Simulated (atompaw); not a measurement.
## Before and after: PAW (atompaw) potential for Ni

Ni, PAW, made with atompaw 4.2.0.5 (PBE, scalar-relativistic). Core [Ne], reference 3s2 3p6 3d9 4s1 4p0. Waves: 3s (bound): rc 0.90 bohr; 4s (bound): rc 1.15 bohr; 3p (bound): rc 1.20 bohr; 4p (bound, empty): rc 1.60 bohr; 3d (bound): rc 1.60 bohr; 3d channel at 0.6 Ry: rc 1.60 bohr. Local part: bessel scheme, radius 1.30 bohr. Core correction: smooth core density matched at 1.25 bohr. Augmentation charge: besselshape compensation charge, radius 1.50 bohr; PAW radius 1.60 bohr; waves and projectors: custom polynom vanderbiltortho.

All-electron outer shells of the reference configuration (PBE, scalar-relativistic, ld1.x):

```tsv
shell	level (eV)	outermost node (bohr)	outermost maximum (bohr)
2s	-976.28	0.07	0.21
2p	-839.19	–	0.16
3s	-106.01	0.30	0.64
3p	-66.47	0.27	0.65
3d	-4.64	–	0.64
4s	-4.49	0.93	2.35
4p	-0.75	1.02	3.69
```

Change: augmentation besselshape compensation charge, radius 1.50 bohr; PAW radius 1.60 bohr; waves and projectors: custom polynom2 7 10 vanderbiltortho.

Cutoffs: the cutoffs (Ry, on a coarse ladder) from which the occupation-weighted sum of valence levels, in a spherical-Bessel basis at the reference potential, stays within 10 and 1 mRy of its value at 400 Ry; they do not see the model core or the augmentation charge, which bear on the density cutoff.

Task: What does the change do?

Result: The range in which the p phases agree narrows (upper end at the end of the scan → 2.6); neither file shows a bound ghost.

```csv
quantity,base,changed
"cutoff, loose",80 Ry,over 300 Ry
"cutoff, tight",140 Ry,over 300 Ry
loose cutoff by channel (10 mRy a level),"s 35 Ry, p 45 Ry, d 35 Ry","s 55 Ry, p 90 Ry, d 25 Ry"
bound ghosts,none,none
s: phases at 1.60 bohr within 0.05 rad from the reference energy up to (Ry; the scan ends near 5),to the end of the scan,to the end of the scan
p: phases at 1.60 bohr within 0.05 rad from the reference energy up to (Ry; the scan ends near 5),to the end of the scan,2.6
d: phases at 1.60 bohr within 0.05 rad from the reference energy up to (Ry; the scan ends near 5),5.0,4.0
lowest overlap eigenvalue by channel,"s 0.62, p 0.60, d 0.95","s 0.70, p 0.73, d 0.95"
```

 The cutoffs see the waves, projectors and local potential, not the compensation charge or the core.
